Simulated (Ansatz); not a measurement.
Program: Ansatz. Geometries: PBE0-D4/def2-TZVP. ΔE: electronic, gas phase. CBS: MP2 limit from def2 TZ/QZ plus the TZ coupled-cluster correction, frozen cores. DFT in def2-TZVPP. B3LYP here is the variant with VWN-RPA as its local correlation; programs differ in this. For Ge outer-core shells are correlated without core-valence functions, which leaves a few kJ/mol of doubt a bond. Scalar relativity is left out up to krypton. One conformer a species, not always the lowest.

Consider the redistribution: `F[SiH]([SiH3])Cl` + `Cl[SiH2][GeH]1[CH2][O]1` → `F[SiH]([SiH3])[SiH2]Cl` + `[Cl][GeH]1[CH2][O]1`.

`F[SiH]([SiH3])Cl`:

Cartesian coordinates in Å:
```
F 0.362 2.204 -0.303
Si -0.593 0.955 -0.018
Si 0.640 -1.029 -0.133
Cl -1.349 1.161 1.875
H -1.732 1.051 -0.960
H 1.226 -1.187 -1.490
H -0.276 -2.165 0.146
H 1.722 -0.992 0.883
```

`Cl[SiH2][GeH]1[CH2][O]1`:

Cartesian coordinates in Å:
```
Cl 2.125 -1.633 0.322
Si 0.898 -0.511 1.526
Ge -0.808 0.382 0.152
C -0.668 0.215 -1.748
O -0.020 1.347 -1.212
H 0.322 -1.390 2.573
H 1.707 0.558 2.158
H -1.989 1.160 0.743
H -0.013 -0.551 -2.162
H -1.554 0.423 -2.350
```

`F[SiH]([SiH3])[SiH2]Cl`:

Cartesian coordinates in Å:
```
F -1.525 -1.416 -1.158
Si -0.863 -0.519 0.007
Si -0.632 1.699 -0.722
Si 1.225 -1.409 0.601
Cl 1.964 -0.081 2.002
H -1.759 -0.585 1.194
H -1.935 2.211 -1.224
H 0.377 1.774 -1.811
H -0.182 2.529 0.425
H 2.173 -1.450 -0.540
H 1.157 -2.753 1.228
```

`[Cl][GeH]1[CH2][O]1`:

Z-matrix (Å, degrees):
```
Ge
C 1 1.889
O 1 1.812 2 45.7
Cl 1 2.132 2 119.7 3 94.0
H 1 1.520 2 129.6 3 -86.8
H 2 1.090 1 117.9 3 -105.9
H 2 1.090 1 121.0 3 105.1
```

Q: Is it downhill or uphill in electronic energy at CCSD(T)/CBS, and by how much? (An estimate is asked.)

A: Ansatz gave: Uphill: ΔE = +63.9 kJ/mol.

Q: What do these levels give: r2SCAN-D4, PBE0-D4, B3LYP-D4, B2PLYP, PBE, r2SCAN, PBE0, HF/def2-TZVPP, MP2/def2-TZVPP, CCSD/def2-TZVPP, HF/def2-QZVPP, MP2/def2-QZVPP? (Estimate.)

A: Computed: r2SCAN-D4 61.3, PBE0-D4 56.8, B3LYP-D4 59.3, B2PLYP 61.8, PBE 57.1, r2SCAN 61.6, PBE0 57.2, HF/def2-TZVPP 52.2, MP2/def2-TZVPP 66.1, CCSD/def2-TZVPP 59.1, HF/def2-QZVPP 52.0, MP2/def2-QZVPP 68.2 kJ/mol.

Largest T1 diagnostic among the species: 0.014.

In def2-TZVPP, CCSD(T) changes the Hartree–Fock value by +7.9 kJ/mol (the triples alone add +1.0 kJ/mol) and MP2 by +13.9 kJ/mol.
